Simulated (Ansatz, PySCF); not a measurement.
Molecule: SbH5, net charge 0, singlet state. 
Structure (B3LYP-D3(BJ)/def2-TZVP (Ansatz, an electronic-structure program) minimum search):
```xyz
6

Sb     0.0000     0.0000     0.0000
H     -0.0107     0.0040     1.7743
H      0.0107    -0.0040    -1.7743
H      1.7149    -0.0292     0.0104
H     -0.8322     1.4998    -0.0084
H     -0.8827    -1.4706    -0.0020
```

Total electronic energies in hartree. Correlated levels leave the core frozen unless marked. No spin-orbit coupling. Frozen are the shells of the preceding noble gas and the d and f shells that filled before the atom's block. Past Kr the def2 sets carry scalar-relativistic core potentials. STO-3G rows are all-electron and non-relativistic. CBS marks a two-point X^-3 extrapolation of the correlation energy; Hartree-Fock from the larger set.

```json
[
 {"level": "HF/def2-SVPD", "program": "Ansatz", "energy (Eh)": "-242.01279"},
 {"level": "PBE-D3(BJ)/def2-TZVPD", "program": "Ansatz + dftd3", "energy (Eh)": "-243.10490"},
 {"level": "TPSS-D3(BJ)/def2-TZVPD", "program": "PySCF + dftd3", "energy (Eh)": "-243.04622"},
 {"level": "PBE0/def2-TZVP", "program": "Ansatz", "energy (Eh)": "-243.11881"},
 {"level": "BHLYP-D3(BJ)/def2-TZVPD", "program": "Ansatz + dftd3", "energy (Eh)": "-243.04957"},
 {"level": "TPSSh-D4/def2-TZVPD", "program": "PySCF + dftd4", "energy (Eh)": "-243.05909"},
 {"level": "TPSSh/def2-TZVPD", "program": "PySCF", "energy (Eh)": "-243.05565"},
 {"level": "PW6B95-D4/def2-TZVPD", "program": "PySCF + dftd4", "energy (Eh)": "-243.27095"},
 {"level": "MN15-D3(BJ)/def2-TZVPD", "program": "PySCF + dftd3", "energy (Eh)": "-242.54947"},
 {"level": "HSE06-D4/def2-TZVPD", "program": "Ansatz + dftd4", "energy (Eh)": "-243.11865"},
 {"level": "wB97X/def2-TZVPD", "program": "Ansatz", "energy (Eh)": "-243.16440"},
 {"level": "B2GP-PLYP-D4/def2-TZVPD", "program": "Ansatz + dftd4", "energy (Eh)": "-242.74701"},
 {"level": "RPA@PBE/def2-QZVPP", "program": "Ansatz", "energy (Eh)": "-242.41092"},
 {"level": "MP2/def2-TZVPP", "program": "Ansatz", "energy (Eh)": "-242.20363"},
 {"level": "SCS-MP2/STO-3G", "program": "Ansatz", "energy (Eh)": "-6254.16222"},
 {"level": "SCS-MP2/def2-SVP", "program": "Ansatz", "energy (Eh)": "-242.16377"},
 {"level": "SCS-MP2/def2-SVPD", "program": "Ansatz", "energy (Eh)": "-242.17404"},
 {"level": "SCS-MP2/def2-TZVPPD", "program": "Ansatz", "energy (Eh)": "-242.22363"},
 {"level": "SCS-MP2/def2-QZVPPD", "program": "Ansatz", "energy (Eh)": "-242.24002"},
 {"level": "CCSD(T)/def2-SVP", "program": "Ansatz", "energy (Eh)": "-242.18893"},
 {"level": "CCSD(T)/def2-TZVPPD", "program": "Ansatz", "energy (Eh)": "-242.24761"},
 {"level": "CCSDT/def2-SVP", "program": "Ansatz", "energy (Eh)": "-242.18980"},
 {"level": "CCSD(T)/CBS(def2-TZVPPD,def2-QZVPPD)", "program": "Ansatz", "energy (Eh)": "-242.2680"}
]
```

Totals of different functionals don't rank their quality; only differences between species are comparable.
